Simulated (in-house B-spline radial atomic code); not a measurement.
Configurations of Ba⁵⁺, with energies counted from [Kr] 4d10 5s2 5p3. Method: Dirac-Hartree-Fock, average of configuration, Fermi nucleus of rms radius 4.8378 fm. Calculated with a B-spline radial code for spherical atoms. Energies include first-order Breit, QED and recoil terms.

Occupations are held fixed; configurations that lie above the ionisation limit could autoionise.

```csv
configuration,E - E(ref) (eV),highest orbital,its <r> (bohr)
[Kr] 4d10 5s2 5p2 6s1,30.923,6s1/2,3.099
[Kr] 4d10 5s2 5p2 8s1,55.531,8s1/2,7.655
[Kr] 4d10 5s2 5p2 7f1,59.055,7f7/2,8.727
[Kr] 4d10 5s1 5p3 8d1,77.209,8d5/2,9.619
[Kr] 4d9 5s2 5p3 9s1,143.7,9s1/2,10.59
[Ar] 3d9 4s2 4p6 4d10 5s2 5p3 6s1,812.09,6s1/2,3.033
[Ar] 3d9 4s2 4p6 4d10 5s2 5p3 6f1,835.35,6f7/2,5.662
[Ar] 3d9 4s2 4p6 4d10 5s2 5p3 7g1,843.61,7g7/2,10.33
[Ar] 3d9 4s2 4p6 4d10 5s2 5p3 9f1,846.41,9f7/2,15.69
```

**Question.** Order these further configurations by energy, lowest first.
A. [Ar] 3d9 4s2 4p6 4d10 5s2 5p3 7f1
B. [Kr] 4d10 5s1 5p3 6d1
C. [Kr] 4d10 5s1 5p3 7f1
D. [Kr] 4d10 5s2 5p2 5d1
E. [Kr] 4d10 5s1 5p3 8f1

**Answer.** D (23.844 eV), B (62.798 eV), C (76.793 eV), E (80.051 eV), A (840.86 eV).

**Question.** How far above the reference does [Kr] 4d9 5s2 5p3 6s1 lie?

**Answer.** 113.89 eV; its least bound orbital is 6s1/2 with <r> = 3.05 bohr.

**Question.** How far above the reference does [Ar] 3d9 4s2 4p6 4d10 5s2 5p3 8f1 lie?

**Answer.** 844.21 eV; its least bound orbital is 8f7/2 with <r> = 11.85 bohr.

**Question.** How far above the reference does [Ar] 3d9 4s2 4p6 4d10 4f1 5s2 5p3 lie?

**Answer.** 793.6 eV; its least bound orbital is 4f7/2 with <r> = 1.029 bohr.
